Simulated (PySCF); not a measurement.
## Spinor energies of Zr¹³⁺ (zirconium, charge +13)

Start: [Ar] 3d9; 3d3/2 filled at m_j = -1/2, +1/2, +3/2; 3d5/2 filled at m_j = -5/2, -3/2, -1/2, +1/2, +3/2, +5/2. Calculated with PySCF 2.14 in an even-tempered Gaussian basis (17 s from 1 bohr⁻², ratio 2.8; 13 p from 1.3 bohr⁻², ratio 2.8; 8 d from 1.3 bohr⁻², ratio 2.8; 4 f from 7.4 bohr⁻², ratio 3): generalised Hartree-Fock with the X2C-1e Hamiltonian and a Gaussian nucleus; one run each with spin-orbit coupling (SO) screened by Boettger's factors, then bare. This is a chosen level, not necessarily the ground level.

```json
{"spinor shell": "1s1/2", "electrons": "2", "ε, screened SO (eV)": "-18398.8", "ε, bare SO (eV)": "-18398.8", "weight of nominal j (bare SO)": "1.000", "rms radius, bare SO (bohr)": "0.0426"}
{"spinor shell": "2s1/2", "electrons": "2", "ε, screened SO (eV)": "-2873.6", "ε, bare SO (eV)": "-2873.7", "weight of nominal j (bare SO)": "1.000", "rms radius, bare SO (bohr)": "0.176"}
{"spinor shell": "2p1/2", "electrons": "2", "ε, screened SO (eV)": "-2647.9", "ε, bare SO (eV)": "-2651.3", "weight of nominal j (bare SO)": "1.000", "rms radius, bare SO (bohr)": "0.153"}
{"spinor shell": "3s1/2", "electrons": "2", "ε, screened SO (eV)": "-727.85", "ε, bare SO (eV)": "-727.86", "weight of nominal j (bare SO)": "1.000", "rms radius, bare SO (bohr)": "0.481"}
{"spinor shell": "3p1/2", "electrons": "2", "ε, screened SO (eV)": "-640.01", "ε, bare SO (eV)": "-640.57", "weight of nominal j (bare SO)": "0.980", "rms radius, bare SO (bohr)": "0.479"}
{"spinor shell": "3p3/2", "electrons": "4", "ε, screened SO (eV)": "-628.04", "ε, bare SO (eV)": "-627.81", "weight of nominal j (bare SO)": "0.990", "rms radius, bare SO (bohr)": "0.489"}
{"spinor shell": "3d3/2", "electrons": "3", "ε, screened SO (eV)": "-480.68", "ε, bare SO (eV)": "-481.17", "weight of nominal j (bare SO)": "0.924", "rms radius, bare SO (bohr)": "0.468"}
{"spinor shell": "3d5/2", "electrons": "6", "ε, screened SO (eV)": "-477.95", "ε, bare SO (eV)": "-477.64", "weight of nominal j (bare SO)": "0.962", "rms radius, bare SO (bohr)": "0.472"}
```

**Question.** Where does 2p3/2 lie, and what is the 2p spin-orbit splitting (bare SO)?

**Answer.** At -2560.9 eV, 90.364 eV above 2p1/2.

| quantity | screened SO | bare SO |
| --- | --- | --- |
| E (hartree) | -3533.91264 | -3533.93295 |
| M_J | 3/2 | 3/2 |
| ⟨J²⟩ | 3.751 | 3.751 |
| ⟨L²⟩ | 6.005 | 6.006 |
| ⟨S²⟩ | 0.755 | 0.755 |

Each row is a mean over spinors that exchange with the open shell spreads, by up to 10.709 eV (3p1/2).

Breit and QED terms are absent; they matter most for the inner s and p1/2 levels.

Densities and radii are taken from the X2C orbitals without a picture-change correction, which distorts them close to the nucleus.
